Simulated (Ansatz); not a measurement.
Cost and result for the atomization energy of CH5InSe, SMILES `[CH3][InH][SeH]` (8 atoms, 7 bonds).

```xyz
8

C    -0.522    0.026   -1.176
In   -0.426   -0.319    0.937
Se    1.755    0.266    2.054
H    -1.538   -0.085   -1.554
H    -0.160    1.031   -1.398
H     0.127   -0.691   -1.682
H    -1.599   -0.943    2.025
H     2.362    0.715    0.794
```

The species carries charge 0 and has multiplicity 1. Correlated methods include outer-core shells of In, Se, which these sets cover unevenly. Scalar relativity is left out up to krypton. In: def2 effective core potential. All single points use the PBE0-D4/def2-TZVP geometry. It is one conformer, not always the lowest. Program: Ansatz. All runs use 4 threads of an Arm Neoverse V1 on a shared host. Times are those of one run each, without the atoms' runs, and a repeat can differ threefold. Electronic energies, without spin–orbit coupling; frozen cores. CCSD(T)/CBS adds CCSD(T) − MP2 in def2-TZVPP to the MP2 limit, and its time is that of the two runs behind it. T1 = 0.012. With those shells the extrapolation isn't a true limit. HSE06 is the plane-wave form, built on full-range PBE exchange.

CCSD(T)/CBS is a level of theory with its own doubt, some kJ/mol a heavy atom from the limit and from the frozen cores, so smaller differences don't rank the functionals.

| level | functions | wall time | atomization (kJ/mol) | difference from CCSD(T)/CBS | per bond |
| --- | --- | --- | --- | --- | --- |
| revPBE-D4/def2-TZVPP | 199 | 1.6 s | 2278.3 | -65.8 | -9.4 |
| BLYP-D4/def2-TZVPP | 199 | 1.7 s | 2287.9 | -56.2 | -8.0 |
| BHLYP-D4/def2-TZVPP | 199 | 2.6 s | 2270.1 | -74.0 | -10.6 |
| HSE06-D4/def2-TZVPP | 199 | 2.8 s | 2316.7 | -27.4 | -3.9 |
| CAM-B3LYP-D4/def2-TZVPP | 199 | 3 s | 2321.8 | -22.3 | -3.2 |
| r2SCAN-D4/def2-TZVPP (with forces) | 199 | 3.8 s | 2333.4 | -10.7 | -1.5 |
| r2SCANh-D4/def2-TZVPP | 199 | 4.3 s | 2323.7 | -20.4 | -2.9 |
| B2PLYP/def2-TZVPP | 199 | 4.4 s | 2286.7 | -57.4 | -8.2 |
| CCSD(T)/def2-SVP | 97 | 4.5 s | 2191.2 | -152.9 | -21.8 |
| B97M-V/def2-TZVPP | 199 | 8 s | 2332.0 | -12.1 | -1.7 |
| MP2/def2-QZVPP | 378 | 14 s | 2310.4 | -33.7 | -4.8 |
| CCSD(T)/def2-TZVPP | 199 | 84 s | 2285.7 | -58.4 | -8.3 |
| CCSD(T)/CBS(def2) | – | 97 s | 2344.1 | 0.0 | 0.0 |

The D4 term adds +23.3 kJ/mol with B3LYP and +12.3 kJ/mol with PBE0; it sums over pairs of atoms, weighted by their polarisabilities, and B3LYP, whose exchange is more repulsive, gets the larger term. Leaving LDA and LC-ωPBE aside and taking each functional with its dispersion term where it has one, the values, not all of them listed here, spread over 69.1 kJ/mol, from BHLYP-D4 to ωB97X-V. LDA lies +317.8 kJ/mol from PBE without D4, its usual overbinding. From BLYP to BHLYP (50 % exact exchange), in def2-TZVPP and without D4, the atomization energy moves by −9.5 kJ/mol: exact exchange takes away binding that semilocal exchange gives to molecules.

B3LYP here is the variant with VWN-RPA as its local correlation; programs differ in this.

Spin–orbit coupling would lower the free In atoms strongly, and the atomization energy with them, by more than many differences here. For some Ge, Se and Sn compounds the MP2-based and the directly extrapolated limit differ by 10 to 25 kJ/mol.
